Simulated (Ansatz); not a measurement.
`C[O][Sc]([NH2])[OH]` + `F[CH2][AlH][O][SiH3]` → `[NH2][Sc]([OH])[O][SiH3]` + `C[O][AlH][CH2]F`  (redistribution)

Isolated molecules relaxed with PBE0-D4/def2-TZVP in Ansatz; ΔE leaves out vibrations. CCSD(T)/CBS is the MP2 limit (def2-TZVPP, def2-QZVPP) plus CCSD(T) − MP2 in def2-TZVPP, frozen cores. DFT in def2-TZVPP. B3LYP here is the variant with VWN-RPA as its local correlation; programs differ in this. For Sc outer-core shells are correlated without core-valence functions, which leaves a few kJ/mol of doubt a bond. Scalar relativity is left out up to krypton. Each species was taken in one conformer, which may not be the lowest.

```tsv
level	ΔE (kJ/mol)	difference from CCSD(T)/CBS
PBE-D4	3.0	0.6
r2SCAN-D4	3.4	1.0
PBE0-D4	2.8	0.4
ωB97X-V	2.1	-0.3
PBE	3.1	0.7
r2SCAN	3.4	1.0
B3LYP	3.5	1.1
MP2/def2-TZVPP	3.2	0.8
SCS-MP2/def2-TZVPP	2.8	0.4
CCSD/def2-TZVPP	2.4	0.0
CCSD(T)/def2-TZVPP	2.6	0.2
HF/def2-QZVPP	2.1	-0.3
MP2/def2-QZVPP	3.1	0.7
SCS-MP2/def2-QZVPP	2.7	0.3
HF/CBS(def2)	2.1	-0.3
MP2/CBS(def2)	3.0	0.6
CCSD(T)/CBS	2.4	0
```

Largest T1 diagnostic among the species: 0.016.
